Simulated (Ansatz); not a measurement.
# Which method gave which barrier?

Saddle point of Si2H4Cl2, singlet (Si₂H₄Cl₂ ([SiH3][SiH]([Cl])[Cl]) → SiCl₂ + SiH₄; bonds formed: Si1–H3; bonds broken: Si1–Si2, Si2–H3), PBE0-D4/def2-TZVP structure:

| atom | x (Å) | y (Å) | z (Å) |
| --- | --- | --- | --- |
| Si1 | -0.1709 | -0.2832 | 1.0960 |
| Si2 | -0.1571 | 0.8119 | -0.9993 |
| H3 | 0.4112 | -0.7083 | -0.4883 |
| Cl4 | -1.2579 | 0.0125 | -2.5537 |
| Cl5 | 1.6847 | 1.3576 | -1.7539 |
| H6 | -1.4031 | 0.2198 | 1.7641 |
| H7 | -0.1729 | -1.7565 | 1.3251 |
| H8 | 1.0659 | 0.3463 | 1.6101 |

Program: Ansatz 0.2.0. Basis: def2-TZVPP, with def2-QZVPP for the basis limit. Cores are frozen in the correlated methods. Extrapolation: Hartree–Fock as exp(−7.88 √X), correlation as X^−2.97. Four methods, as single points on the PBE0-D4 structures, gave these electronic barriers from the start structure: 190.5, 205.9, 232.3, 264.5 kJ/mol.

**Question.** The methods were, in alphabetical order, BHLYP-D4, HF, PBE-D4, r2SCAN-D4. Which gave which? (A judgement: the text doesn't fix the answer.)

**Answer.** Computed: PBE-D4 190.5; r2SCAN-D4 205.9; BHLYP-D4 232.3; HF 264.5 kJ/mol. For comparison, CCSD(T) at an estimated basis limit (MP2 extrapolated from triple and quadruple zeta, plus CCSD(T) − MP2 in triple zeta) gives 218.6 kJ/mol.

T1 diagnostic: at most 0.013.

Losses and insertions of silylenes and their heavier kin drive the gas-phase chemistry of silicon and germanium vapour deposition.

Labels in which every atom is bracketed show which atoms are joined, not bond orders.

For scale, one of the runs: CCSD(T)/def2-TZVPP, 224 basis functions, launched by `ansatz run in.yaml --threads 4 --pin off --events-out ev --progress --plain --max-ram 9574MiB`. Hardware: 4 CPU threads of an Arm Neoverse V2, shared host. Wall time 45 s; peak host memory 3.1 GiB.
